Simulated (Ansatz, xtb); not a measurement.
Two isomers of C5H4OSe

Structure a is `O=c1cccc[se]1`, a singlet and structure b is `O=Cc1ccc[se]1`, a singlet. Both are isolated molecules in the gas phase, relaxed with PBE0-D3(BJ)/def2-SVP; each stands in its lowest conformer found.

a (Å):

```xyz
11

C    -1.4640   -1.0236    0.3309
C    -1.9455    0.2255    0.8869
C    -1.3027    1.4268    0.9091
C    -0.0042    1.7169    0.3846
C     0.7870    0.8002   -0.2261
O    -2.0508   -2.0732    0.3230
Se    0.3233   -0.9731   -0.4836
H    -2.9438    0.1397    1.3266
H    -1.8354    2.2597    1.3778
H     0.3691    2.7393    0.4840
H     1.7743    1.0715   -0.6112
```

b (Å):

```xyz
11

C    -1.8390   -0.4827    1.4137
C    -1.6552   -0.0072    0.0500
C    -0.4786    0.3577   -0.5656
C    -0.6234    0.7822   -1.9119
C    -1.9166    0.7560   -2.3710
O    -2.9033   -0.7886    1.8973
Se   -3.1151    0.1699   -1.0943
H    -0.8885   -0.5466    2.0028
H     0.4822    0.3183   -0.0464
H     0.2158    1.1023   -2.5323
H    -2.2562    1.0384   -3.3678
```

Energies in hartree; the thermal terms are from GFN2-xTB frequencies at re-optimised GFN2-xTB minima (ideal gas, soft modes damped towards free rotors, one conformer each, 298.15 K, 1 atm) and include the zero-point energy:

|  | a | b |
| --- | --- | --- |
| E, CCSD(T)/def2-SVP | −2666.972622 | −2666.975218 |
| E, MP2/def2-SVP | −2666.899914 | −2666.906479 |
| E, MP2/def2-TZVPP | −2667.726029 | −2667.732474 |
| zero-point energy | 0.072756 | 0.071952 |
| H(298 K) − E | 0.080170 | 0.079477 |
| G(298 K) − E | 0.041225 | 0.040193 |

Correct the CCSD(T) difference for the basis set by the MP2 change, then work out ΔE, ΔE₀, ΔH and ΔG for a → b in kcal/mol (1 Eh = 627.51 kcal/mol) and the equilibrium ratio [b]/[a].

1. Differences b − a: CCSD(T) −0.002596, MP2 in the small set −0.006565, MP2 in the large set −0.006445 Eh.
2. ΔE = −0.002596 + (−0.006445 − (−0.006565)) = −0.002476 Eh = −1.55 kcal/mol.
3. ΔE₀ = ΔE + ΔZPE = −0.002476 + (−0.000804) Eh = −2.06 kcal/mol.
4. ΔH = ΔE + (−0.000693) Eh = −1.99 kcal/mol.
5. ΔG = ΔE + (−0.001032) Eh = −2.20 kcal/mol, so ΔS = (ΔH − ΔG)/T = +3.0 J/(mol K).
6. kT = 0.9442 mEh, so K = [b]/[a] = exp(−ΔG/kT) = exp(+3.72) ≈ 41.

Structure b is favoured at this temperature. An error of 1 kcal/mol in ΔG would change K by a factor of 5.4. GFN2-xTB, r2SCAN-D4/def2-SVP, PBE0-D3(BJ)/def2-SVP gave ΔE the other sign. Mirror images and further conformers aren't counted.

As drawn, b has 3 C∷C, 2 C∷Se in place of 1 C–C, 2 C=C, 2 C–Se (∷ is an aromatic bond). Structure a has a 6-membered ring, b a 5-membered ring (with an aromatic ring).

Other levels gave ΔE = +4.1 (GFN2-xTB); −2.3 (HF/STO-3G, GFN2-xTB geometries); +3.0 (r2SCAN-D4/def2-SVP, GFN2-xTB geometries); +1.0 (PBE0-D3(BJ)/def2-SVP); −1.7 (HF/def2-SVP); −4.1 (MP2/def2-SVP); −1.6 (CCSD(T)/def2-SVP) kcal/mol. The correlated steps freeze 15 core orbitals; the filled d shell of Se is correlated, in a basis made for valence electrons. Programs: Ansatz 0.2.0, xtb 6.7.1.
